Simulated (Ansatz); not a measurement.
`C[SiH](F)N[SiH3]` → `C[SiH](F)[SiH2]N`  (isomerisation)

Computed with Ansatz on PBE0-D4/def2-TZVP structures; ΔE is electronic, products minus reactants. CCSD(T)/CBS is the MP2 limit (def2-TZVPP, def2-QZVPP) plus CCSD(T) − MP2 in def2-TZVPP, frozen cores. DFT in def2-TZVPP. One conformer a species, not always the lowest.

```csv
level,ΔE (kJ/mol)
PBE-D4,77.2
MP2/def2-QZVPP,106.4
```

Q: What does CCSD(T)/CBS give? (An estimate is asked.)

A: Computed: +98.8 kJ/mol. The listed levels differ from it by -21.6, 7.6 kJ/mol.

Largest T1 diagnostic among the species: 0.011.

From PBE to PBE0 (25 % exact exchange), in def2-TZVPP and without D4, ΔE moves by +7.7 kJ/mol. In def2-TZVPP, CCSD(T) changes the Hartree–Fock value by −10.1 kJ/mol (the triples alone add −1.2 kJ/mol) and MP2 by −3.5 kJ/mol.
